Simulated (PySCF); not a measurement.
C2H5O2, charge +1, singlet, geometry from GFN2-xTB; PySCF with PBE0/cc-pVDZ.

PySCF was given this input:
```python
from pyscf import gto, scf, dft

mol = gto.M(
    atom='''
C    -1.436554   -0.570857   -0.775567
O    -0.335599   -0.480133    0.172216
C     0.825597    0.401375   -0.069412
O     1.386349    0.835931    0.845001
H    -1.018887   -0.691144   -1.774525
H    -2.015719   -1.459305   -0.524867
H    -2.067712    0.317610   -0.735489
H    -0.629895   -0.457045    1.114616
H     0.991956    0.460394   -1.147597
''',
    basis='cc-pvdz',
    charge=1,
    spin=0,
    verbose=4,
)

mf = dft.RKS(mol)
mf.xc = 'pbe0'
mf.kernel()
```

The log (banner, timings and long lists left out):

```
PySCF version 2.14.0

[INPUT] verbose = 4
[INPUT] num. atoms = 9
[INPUT] num. electrons = 32
[INPUT] charge = 1
[INPUT] spin (= nelec alpha-beta = 2S) = 0
[INPUT] symmetry False subgroup None
[INPUT] Mole.unit = angstrom
[INPUT] Symbol           X                Y                Z      unit          X                Y                Z       unit  Magmom
[INPUT]  1 C     -1.436554000000  -0.570857000000  -0.775567000000 AA   -2.714693623148  -1.078763386291  -1.465609221251 Bohr   0.0
[INPUT]  2 O     -0.335599000000  -0.480133000000   0.172216000000 AA   -0.634190197678  -0.907319873366   0.325441074268 Bohr   0.0
[INPUT]  3 C      0.825597000000   0.401375000000  -0.069412000000 AA    1.560152219263   0.758488823247  -0.131169669758 Bohr   0.0
[INPUT]  4 O      1.386349000000   0.835931000000   0.845001000000 AA    2.619819923065   1.579680649034   1.596820464984 Bohr   0.0
[INPUT]  5 H     -1.018887000000  -0.691144000000  -1.774525000000 AA   -1.925417381880  -1.306072872636  -3.353366251194 Bohr   0.0
[INPUT]  6 H     -2.015719000000  -1.459305000000  -0.524867000000 AA   -3.809156854082  -2.757686782208  -0.991854881822 Bohr   0.0
[INPUT]  7 H     -2.067712000000   0.317610000000  -0.735489000000 AA   -3.907409384477   0.600195914423  -1.389872777630 Bohr   0.0
[INPUT]  8 H     -0.629895000000  -0.457045000000   1.114616000000 AA   -1.190329037233  -0.863689876602   2.106318974058 Bohr   0.0
[INPUT]  9 H      0.991956000000   0.460394000000  -1.147597000000 AA    1.874525167619   0.870018569393  -2.168644031372 Bohr   0.0

nuclear repulsion = 126.795964616325
number of shells = 35
number of NR pGTOs = 139
number of NR cGTOs = 81
basis = cc-pvdz
ecp = {}

******** <class 'pyscf.dft.rks.RKS'> ********
method = RKS
initial guess = minao
damping factor = 0
level_shift factor = 0
DIIS = <class 'pyscf.scf.diis.CDIIS'>
diis_start_cycle = 1
diis_space = 8
diis_damp = 0
SCF conv_tol = 1e-09
SCF conv_tol_grad = None
SCF max_cycles = 50
direct_scf = True
direct_scf_tol = 1e-13
XC library pyscf.dft.libxc version 7.1.2
    S. Lehtola, C. Steigemann, M. J. T. Oliveira, and M. A. L. Marques,  SoftwareX 7, 1–5 (2018)
XC functionals = pbe0
    C. Adamo and V. Barone,  J. Chem. Phys. 110, 6158 (1999)
    M. Ernzerhof and G. E. Scuseria,  J. Chem. Phys. 110, 5029 (1999)
radial grids:
    Treutler-Ahlrichs [JCP 102, 346 (1995); DOI:10.1063/1.469408] (M4) radial grids

becke partition: Becke, JCP 88, 2547 (1988); DOI:10.1063/1.454033
pruning grids: <function nwchem_prune>
grids dens level: 3
symmetrized grids: False
atomic radii adjust function: <function treutler_atomic_radii_adjust>
small_rho_cutoff = 0
Set gradient conv threshold to 3.16228e-05
Initial guess from minao.
tot grids = 105440
init E= -229.904377033622
  HOMO = -0.378553043998912  LUMO = -0.0765709304437907  gap/eV = 8.21735
cycle= 1 E= -228.958396454519  delta_E= 0.946  |g|= 0.797  |ddm|= 2.66
  HOMO = -0.468107315588552  LUMO = -0.223471648715216  gap/eV = 6.65688
cycle= 2 E= -228.394438214691  delta_E= 0.564  |g|= 1.88  |ddm|= 1.67
  HOMO = -0.572810197861376  LUMO = -0.263809533418236  gap/eV = 8.40834
cycle= 3 E= -229.09247360313  delta_E= -0.698  |g|= 0.151  |ddm|=  1.2
  HOMO = -0.570842442313672  LUMO = -0.253104633696713  gap/eV = 8.64609
cycle= 4 E= -229.094941948173  delta_E= -0.00247  |g|= 0.0952  |ddm|= 0.13
  HOMO = -0.568284435203525  LUMO = -0.250592061233374  gap/eV = 8.64485
cycle= 5 E= -229.096566350048  delta_E= -0.00162  |g|= 0.0103  |ddm|= 0.0547
  HOMO = -0.56971262166868  LUMO = -0.251146931177585  gap/eV = 8.66861
cycle= 6 E= -229.096587567485  delta_E= -2.12e-05  |g|= 0.00215  |ddm|= 0.00725
  HOMO = -0.569558786722666  LUMO = -0.250795917577899  gap/eV = 8.67398
cycle= 7 E= -229.096588565467  delta_E= -9.98e-07  |g|= 0.000773  |ddm|= 0.00188
  HOMO = -0.569671659933853  LUMO = -0.250900735933718  gap/eV = 8.67420
cycle= 8 E= -229.096588705455  delta_E= -1.4e-07  |g|= 0.000152  |ddm|= 0.000728
  HOMO = -0.569682415399444  LUMO = -0.25090546463585  gap/eV = 8.67436
cycle= 9 E= -229.09658871116  delta_E= -5.7e-09  |g|= 3.17e-05  |ddm|= 0.000147
  HOMO = -0.569676731165117  LUMO = -0.250898848243956  gap/eV = 8.67439
cycle= 10 E= -229.096588711419  delta_E= -2.59e-10  |g|= 7.48e-06  |ddm|= 3.18e-05
  HOMO = -0.569678803220906  LUMO = -0.250900716621625  gap/eV = 8.67439
Extra cycle  E= -229.096588711425  delta_E= -5.91e-12  |g|= 6.15e-06  |ddm|= 9.97e-06
converged SCF energy = -229.096588711425
```
